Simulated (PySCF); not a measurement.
diglyme (C6H14O3), SMILES O(CCOCCOC)C. Atoms are numbered in the order given.

```xyz
23

C     -4.3346     0.1123    -0.3522
O     -3.3370     0.9048     0.2504
C     -2.0349     0.6818    -0.2535
C     -1.3639    -0.5534     0.3725
O     -0.0788    -0.8113    -0.1573
C      0.9481     0.0161     0.3512
C      2.2713    -0.5076    -0.1865
O      3.2978     0.3311     0.2876
C      4.5737    -0.0624    -0.1504
H     -5.3064     0.4131     0.0862
H     -4.2014    -0.9817    -0.1739
H     -4.3814     0.2710    -1.4578
H     -2.0348     0.5685    -1.3658
H     -1.4477     1.5932    -0.0142
H     -1.9714    -1.4581     0.1604
H     -1.3311    -0.4264     1.4821
H      0.9650    -0.0011     1.4689
H      0.8348     1.0836     0.0444
H      2.2338    -0.5231    -1.3053
H      2.4154    -1.5670     0.1447
H      4.6600    -0.0498    -1.2653
H      5.3104     0.6512     0.2677
H      4.8404    -1.0918     0.1957
```
Charge 0, spin multiplicity 1.

Coordinates come from a PBE-D3(BJ)/def2-SVP optimisation. The values are those of a single conformer.

Method: B3LYP/pcSseg-1 run with PySCF.

GIAO shieldings, no solvent; atoms listed in one row are averaged. δ = σ(ref) − σ: ¹³C against TMS (σ = 181.3 ppm); ¹⁷O against H2O (σ = 333.8 ppm); ¹H against TMS (σ = 31.68 ppm), references at their B3LYP-D3(BJ)/def2-TZVP geometries, non-relativistic.

```json
[
 {"nucleus": "¹³C", "atoms": "C7", "count": "1", "δ (ppm)": "80.2"},
 {"nucleus": "¹³C", "atoms": "C6", "count": "1", "δ (ppm)": "77.5"},
 {"nucleus": "¹³C", "atoms": "C3", "count": "1", "δ (ppm)": "76.0"},
 {"nucleus": "¹³C", "atoms": "C4", "count": "1", "δ (ppm)": "74.0"},
 {"nucleus": "¹³C", "atoms": "C9", "count": "1", "δ (ppm)": "65.5"},
 {"nucleus": "¹³C", "atoms": "C1", "count": "1", "δ (ppm)": "64.0"},
 {"nucleus": "¹⁷O", "atoms": "O5", "count": "1", "δ (ppm)": "37.4"},
 {"nucleus": "¹⁷O", "atoms": "O8", "count": "1", "δ (ppm)": "28.0"},
 {"nucleus": "¹⁷O", "atoms": "O2", "count": "1", "δ (ppm)": "20.4"},
 {"nucleus": "¹H", "atoms": "H14", "count": "1", "δ (ppm)": "4.64"},
 {"nucleus": "¹H", "atoms": "H15", "count": "1", "δ (ppm)": "4.57"},
 {"nucleus": "¹H", "atoms": "H18", "count": "1", "δ (ppm)": "4.16"},
 {"nucleus": "¹H", "atoms": "H10, H11, H12, H21, H22, H23", "count": "6", "δ (ppm)": "3.87"},
 {"nucleus": "¹H", "atoms": "H20", "count": "1", "δ (ppm)": "3.82"},
 {"nucleus": "¹H", "atoms": "H19", "count": "1", "δ (ppm)": "3.75"},
 {"nucleus": "¹H", "atoms": "H17", "count": "1", "δ (ppm)": "3.68"},
 {"nucleus": "¹H", "atoms": "H16", "count": "1", "δ (ppm)": "3.61"},
 {"nucleus": "¹H", "atoms": "H13", "count": "1", "δ (ppm)": "3.40"}
]
```
